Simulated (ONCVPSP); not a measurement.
**Before and after: ONCV potential for iodine (I)**

I (Z = 53), optimised norm-conserving Vanderbilt (ONCV), made with ONCVPSP 4.0.1 (PBE, scalar-relativistic). Core [Ar] 3d10, reference 4s2 4p6 4d10 5s2 5p3 (charge +2). Waves: 4s+5s: rc 1.10 bohr, ncon 4, nbas 8, qcut 8.2 1/bohr, 2 projectors; 4p+5p: rc 1.30 bohr, ncon 3, nbas 7, qcut 9.5 1/bohr, 2 projectors; 4d: rc 1.50 bohr, ncon 4, nbas 8, qcut 11.1 1/bohr, 3 projectors, debl 0.8 Ha; f scattering state at 0.25 Ha: rc 1.60 bohr, ncon 4, nbas 8, qcut 6.3 1/bohr, 2 projectors, debl 1.7 Ha. Local part: polynomial inside 0.80 bohr (lpopt 4, dvloc0 0 Ha). Core correction: none.

In the d channel the program set the typed energies aside and used -2.594, 0.250, 1.050 Ha.

All-electron outer shells of the reference configuration (PBE, scalar-relativistic, ld1.x):

```
shell  level (eV)  outermost node (bohr)  outermost maximum (bohr)
   3p     -879.90                   0.13                      0.28
   3d     -626.52                      –                      0.23
   4s     -201.00                   0.37                      0.68
   4p     -147.95                   0.37                      0.72
   4d      -70.59                   0.35                      0.78
   5s      -36.00                   0.88                      1.68
   5p      -24.48                   0.96                      1.92
```

Change: s: rc 1.12.

Cutoffs: the cutoffs (Ha) at which the residual kinetic energy of the hardest occupied pseudo-wave falls to 1 and 0.1 mHa per electron; they do not see the model core or the augmentation charge, which bear on the density cutoff. Errors are all-electron minus pseudo energies relative to the spin-unpolarised reference configuration.

What does the change do?

The potential gets softer (70 Ha and 144 Ha → 50 Ha and 137 Ha); the errors of the 4 common tests hardly move; neither file shows a bound ghost. A larger radius leaves more room for a smooth pseudo-wave, so fewer plane waves are needed.

| quantity | base | changed |
| --- | --- | --- |
| cutoff, loose | 70 Ha | 50 Ha |
| cutoff, tight | 144 Ha | 137 Ha |
| loose cutoff by channel | s 70 Ha, p 30 Ha, d 44 Ha | s 50 Ha, p 30 Ha, d 44 Ha |
| bound ghosts | none | none |
| GHOST(+) flags under 300 eV | none | none |
| error for 4s2 4p6 4d10 5s2 5p5, meV [ΔE -30.98 eV] | +7.0 | +7.0 |
| error for 4s2 4p6 4d10 5s2 5p4, meV [ΔE -19.85 eV] | +4.6 | +4.6 |
| error for 4s2 4p6 4d10 5s2 5p2, meV [ΔE 29.33 eV] | -7.5 | -7.5 |
| error for 4s2 4p6 4d9 5s2 5p6, meV [ΔE 14.88 eV] | +43 | +43 |
| s: phases at 1.12 bohr within 0.05 rad from the reference energy up to (Ha; the scan ends near 5) | to the end of the scan | to the end of the scan |
| p: phases at 1.32 bohr within 0.05 rad from the reference energy up to (Ha; the scan ends near 5) | to the end of the scan | to the end of the scan |
| d: phases at 1.53 bohr within 0.05 rad from the reference energy up to (Ha; the scan ends near 5) | to the end of the scan | to the end of the scan |
| f: phases at 1.62 bohr within 0.05 rad from the reference energy up to (Ha; the scan ends near 5) | 3.0 | 3.0 |
